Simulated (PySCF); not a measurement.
**Correlation energy of Ga (gallium, neutral)**

[Ar] 3d10 4s2 4p1, 2P determinant. All numbers are calculated (PySCF 2.14, the non-relativistic Hamiltonian (point nucleus), in 6-31G*). Frozen: [Ar] 3d10; 3 electrons correlated.

MP2 pair energies summed by pair of shells (mhartree):

| pair | energy | share (%) |
| --- | --- | --- |
| 4s-4s | -17.34 | 61.9 |
| 4s-4p | -10.67 | 38.1 |

Total MP2 correlation energy: -28.01 mhartree.

Same-spin part -1.87 and opposite-spin part -26.14 mhartree; SCS-MP2 scales them by 1/3 and 6/5 to -32.00 mhartree.

```csv
level,correlation energy (mhartree)
CCSD,-41.89
(T),-0.47
CCSD(T),-42.36
```

Diagnostics: T1 = 0.0100, D1 = 0.0231, largest double amplitude 0.087.

Problem. Is a single reference adequate?

Solution. Mostly. T1 lies below 0.03, but a double amplitude of this size points to a near-degeneracy that CCSD handles and MP2 describes poorly.
